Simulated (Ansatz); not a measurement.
```yaml
crystal:
  periodic: [false, false, false]
  atoms:
    - {symbol: Br, position_ang: [-1.057994, -0.002152, 2.082899]}
    - {symbol: Sn, position_ang: [0.009560, -0.014177, -0.007956]}
    - {symbol: Br, position_ang: [1.995639, -1.257828, 0.134602]}
    - {symbol: Br, position_ang: [-1.409578, -0.986314, -1.605608]}
    - {symbol: Br, position_ang: [0.510180, 2.189622, -0.643681]}
basis:
  gaussian: {orbitals: def2-mTZVPP, fitting: {mean_field: def2-universal-jkfit}}
hamiltonian: {xc: {name: HF}}
correlation: {method: ccsd}
```

```sh
$ ansatz run in.yaml --threads 2 --pin off --events-out ev --progress --plain --max-ram 22528MiB --backend cuda --devices 0, --max-vram 18GiB
```

Shortened log:

```
Functional definition: HF
1282 factors; integrals over basis functions are off by at most 4.3e-1 eV
mean field evaluation 1: about -285804.8213 eV, gradient 2.2e1 eV
mean field evaluation 2: about -285805.7522 eV, gradient 1.6e1 eV
mean field evaluation 4: about -285806.3234 eV, gradient 4.6e-1 eV
mean field -285806.32700896 eV, -10503.1887910928 hartree, gradient 2.9e-6 eV, S^2 0.000000; 0 other end points of the search recorded, 0 dependent functions left out
40 core orbitals not correlated: weight in the atoms' cores, before any rotation towards them, 1.000 or more for the frozen orbitals, at most 0.000 for the correlated occupied ones
reference -285806.32700896 eV, -10503.1887910928 hartree; 41, 41 occupied and 99, 99 virtual orbitals, 1282 factors
second order -27.92795772 eV of doubles, -0.00000000 eV of singles
cycle   1  -27.47122957 eV  change    4.6e-1 eV  update   9.6e-2
cycle   2  -28.04157298 eV  change   -5.7e-1 eV  update   2.5e-2
cycle   3  -28.09502080 eV  change   -5.3e-2 eV  update   1.2e-2
cycle   4  -28.07635951 eV  change    1.9e-2 eV  update   2.2e-3
cycle   5  -28.07700095 eV  change   -6.4e-4 eV  update   8.5e-4
cycle   6  -28.07674707 eV  change    2.5e-4 eV  update   1.9e-4
cycle   7  -28.07661991 eV  change    1.3e-4 eV  update   5.6e-5
cycle   8  -28.07664290 eV  change   -2.3e-5 eV  update   1.6e-5
Total energy: -285834.40365186 eV, -10504.2205886884 hartree
```

It took 3.3 s on 2 threads of an AMD EPYC 7R13 on a shared host and a share of an NVIDIA H100 80 GB, with 0.82 GiB of host memory at the peak.
